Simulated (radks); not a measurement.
The numbers below are computed, except where a source is named.
Question: Code: a radial shooting solver on a logarithmic mesh with Libxc functionals. Model: scalar-relativistic Kohn-Sham, LDA (Slater exchange, Perdew-Wang correlation), spin-polarised, spherical densities, finite nucleus; open shells are filled with parallel spins first; Fermi nuclear charge, rms radius of each element as measured or else 0.836 A^(1/3) + 0.57 fm. Response by self-consistent Sternheimer equations with the Hartree and adiabatic LDA kernel, the relativistic mass of each level held fixed and spin-orbit coupling left out. For heavy and open-shell atoms this level of theory can miss by tens of per cent. Estimate the static dipole polarisabilities of Br7+ ([Ar] 3d10) and As5+ ([Ar] 3d10) and the C6 coefficients of the three pairs.

Answer: alpha = 0.2834 and 0.5642 bohr^3; C6 = 0.3699 (Br7+-Br7+), 0.5805 (Br7+-As5+), 0.9400 (As5+-As5+) hartree bohr^6.
